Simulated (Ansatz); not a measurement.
Basis sets compared for Zn2O⁺ (the lowest doublet isomer of a short search). The state is a doublet with charge 1. Geometry PBE-D4/def2-TZVP. Ansatz on 4 threads of Arm Neoverse N1 on a shared host; times are rough, and most runs start from earlier orbitals.

```xyz
3

Zn    1.587    0.476   -0.425
Zn   -1.635   -0.499    0.037
O     0.049    0.023    0.388
```

The structure comes from a short search, and lower isomers may exist.

```csv
level,functions,energy (Eh),HOMO (eV),LUMO (eV),wall time
PBE-D4/def2-SVP,76,-3632.5102,-10.42,-9.71,1.4 s
PBE0-D4/def2-SVP,76,-3632.5527,-10.86,-8.91,2.3 s
```

(1) Estimate the rows for PBE-D4/def2-TZVP, PBE0-D4/def2-TZVP (with forces).

Results:

(1) 
```tsv
level	functions	energy (Eh)	HOMO (eV)	LUMO (eV)	wall time
PBE-D4/def2-TZVP	127	-3633.1324	-10.84	-10.13	2.8 s
PBE0-D4/def2-TZVP (with forces)	127	-3633.1564	-11.22	-9.25	7 s
```
